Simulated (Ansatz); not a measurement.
Geometry optimisation, Ansatz, RKS PBE0/def2-mTZVP.

input.yaml

```yaml
crystal:
  periodic: [false, false, false]
  atoms:
    - { symbol: Sn, position_ang: [-0.169648, -0.227812, -0.168526] }
    - { symbol: H, position_ang: [-0.240666, 0.011257, 1.545222] }
    - { symbol: H, position_ang: [1.396885, -0.122394, -0.818282] }
    - { symbol: Cl, position_ang: [-1.485409, 1.457422, -1.129407] }
    - { symbol: H, position_ang: [-0.957132, -1.687092, -0.584798] }
    - { symbol: O, position_ang: [1.214154, 2.128246, 1.421965] }
    - { symbol: H, position_ang: [2.099487, 2.205976, 1.797651] }
    - { symbol: H, position_ang: [0.734329, 1.527297, 2.034275] }
basis:
  gaussian: { orbitals: def2-mTZVP }
hamiltonian:
  xc: pbe0
relax:
  f_tol: 0.03
  max_steps: 50
```

Run as:

```bash
$ ansatz run input.yaml --threads 2 --pin off --max-ram 3072MiB --backend cpu --events-out ev --progress --plain --runs-dir out
```

Problem. Where does it end, and by what steps?

Solution. The forces met the threshold. After 28 steps the energy has fallen by 0.224 eV; H8 moved furthest, 1.21 Å.

```
step  energy less start (eV)  largest force component (eV/Å)  accepted
   0                  0.0000                           0.699       yes
   1                 -0.0536                           0.550       yes
   2                 -0.0772                           0.174       yes
   3                 -0.0834                           0.537       yes
   4                 -0.1193                           0.224       yes
   5                 -0.1376                           0.150       yes
   6                 -0.1381                           0.159       yes
   7                  0.1294                           4.522        no
   8                 -0.1480                           0.103       yes
   9                 -0.1493                           0.933       yes
  10                 -0.1770                           0.059       yes
  11                 -0.1818                           0.242       yes
  12                 -0.1822                           0.246       yes
  13                 -0.1592                           1.379        no
  14                 -0.1901                           0.172       yes
  15                 -0.1975                           0.381       yes
  16                 -0.2032                           0.325       yes
  17                 -0.2036                           0.081       yes
  18                 -0.2042                           0.128       yes
  19                 -0.1962                           0.737        no
  20                 -0.2050                           0.132       yes
  21                 -0.2084                           0.264       yes
  22                 -0.2084                           0.549       yes
  23                 -0.2132                           0.446       yes
  24                 -0.2206                           0.058       yes
  25                 -0.2216                           0.089       yes
  26                 -0.2219                           0.317       yes
  27                 -0.2237                           0.052       yes
  28                 -0.2241                           0.012       yes
```

```xyz
8
Properties=species:S:1:pos:R:3
Sn -0.027 -0.429 0.012
H -0.221 -0.789 1.660
H 1.562 -0.126 -0.511
Cl -1.298 1.524 -0.436
H -0.790 -1.592 -0.987
O 1.102 1.919 1.689
H 1.893 2.347 1.342
H 0.371 2.440 1.330
```

Whether the end is a true minimum wasn't checked by a vibrational analysis.

The run took 67 s on 2 threads of Arm Neoverse V2 (shared host), peak memory 0.2 GiB.
